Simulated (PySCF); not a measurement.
A GIAO shielding run with PySCF 2.14 (density fitting, non-relativistic, gas phase) on `[SiH2]1[C@@H](OCC)C=C[SiH2]1`, C₅H₁₂OSi₂:

```
$ OMP_NUM_THREADS=1 python probes_run.py task.json out

{"job": {"kind": "nmr", "xc": "PBE0", "basis": "pcSseg-1"}, "charge": 0, "multiplicity": 1}
C     -3.295234    -0.290382    -0.382067
C     -2.049849     0.408375     0.138675
O     -1.005123    -0.524635     0.199821
C      0.236093     0.034846     0.613992
C      1.128923    -1.100238     1.021675
C      2.420587    -1.174302     0.718779
Si     3.173446     0.167431    -0.370817
Si     1.106070     1.119585    -0.739029
H     -4.124372     0.409973    -0.431109
H     -3.560587    -1.113229     0.276339
H     -3.102301    -0.691523    -1.373241
H     -2.235480     0.831868     1.141174
H     -1.771728     1.243775    -0.525861
H      0.051228     0.645238     1.518930
H      0.629580    -1.876708     1.590184
H      2.996373    -2.015527     1.078630
H      3.896579    -0.442085    -1.494661
H      4.159028     0.964595     0.373742
H      0.442357     0.873080    -2.022547
H      0.899263     2.540542    -0.420490
```

Hardware: 1 thread of an Arm Neoverse V1, shared host. The job also computes population analyses, field gradients, ring-centre shieldings.

**Question.** How large is the calculation?

**Answer.** 78 electrons, 210 basis functions and 1134 auxiliary functions.

**Question.** How long does it take, and how much memory does it need?

**Answer.** 56 s of wall time, with 13 SCF cycles and 5 response iterations; peak memory 0.94 GiB. Times on a shared host scatter by some tens of per cent.
